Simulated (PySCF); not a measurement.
Polarisability and C₆ of W²⁺ (tungsten, charge +2)

[Xe] 4f14 5d3 6s1, high-spin 5F determinant (an excited configuration). Calculation: PySCF 2.14, in aug-cc-pVTZ-PP with ECP60MDF; a scalar-relativistic core potential. Coupled (time-dependent) response in atomic units; α is the mean over directions.

```csv
method,mean α (bohr³),C₆ (like pair),S(−4)
BP86,22.59,153.8,220.0
```

S(−4) is the Cauchy moment in α(ω) = α(0) + S(−4) ω² + …

Spin-orbit coupling is absent.

α(iu) at BP86:

| u (hartree) | α(iu) (bohr³) |
| --- | --- |
| 0 | 22.59 |
| 0.0500 | 22.06 |
| 0.100 | 20.64 |
| 0.200 | 16.74 |
| 0.300 | 13.23 |
| 0.500 | 8.767 |
| 0.750 | 5.960 |
| 1.00 | 4.418 |
| 1.50 | 2.770 |
| 2.00 | 1.907 |
| 3.00 | 1.051 |
| 5.00 | 0.4457 |

A single London oscillator, α(iu) = α/(1 + u²/ω²), gives C₆ = (3/4) ω α². Matching the computed C₆ needs ω = 4 × 153.8 / (3 × 22.59²) = 0.402 hartree.

For an ion, C₆ is the dispersion term alone; charge-induced terms of lower order in 1/R come first.

Energies and moments cover only the electrons outside the core potential. Spin-orbit coupling, absent here, splits the open shell strongly.
